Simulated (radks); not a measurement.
Results of a calculation; reference values are marked as such.
Task: Species: the manganese ion Mn+. Configuration: [Ar] 3d5 4s1 (the NIST ground configuration). Level of theory: scalar-relativistic Kohn-Sham, PBE, spin-polarised, spherical densities, finite nucleus; open shells are filled with parallel spins first; Fermi nuclear charge, rms radius 3.7057 fm (a radial shooting solver on a logarithmic mesh with Libxc functionals). Some entries of the table are withheld. Estimate them.

orbital  occ.  eigenvalue (eV)  r(max) (bohr)  <r^2> (bohr^2)
1s up       1        -6436.657        0.03987        0.004988
1s down     1        -6436.635        0.03987        0.004988
2s up       1        -751.8885         0.2326         0.09240
2s down     1        -749.7798         0.2323         0.09202
2p up       3        -637.9070         0.1884         0.07529
2p down     3        -636.2977         0.1882         0.07489
3s up       1              (1)         0.7362          0.8373
3s down     1              (2)         0.7370          0.8422
3p up       3              (3)         0.7522          0.9636
3p down     3              (4)         0.7535          0.9746
3d up       5         -16.3529         0.7603           1.791
4s up       1         -12.6171          2.335           8.605
3d down     0         -11.4139         0.7696           1.997
4p up       0          -7.7052          2.857           13.63

Result: 
(1) 3s up eigenvalue (eV): -95.5952
(2) 3s down eigenvalue (eV): -90.2895
(3) 3p up eigenvalue (eV): -64.3152
(4) 3p down eigenvalue (eV): -59.0788
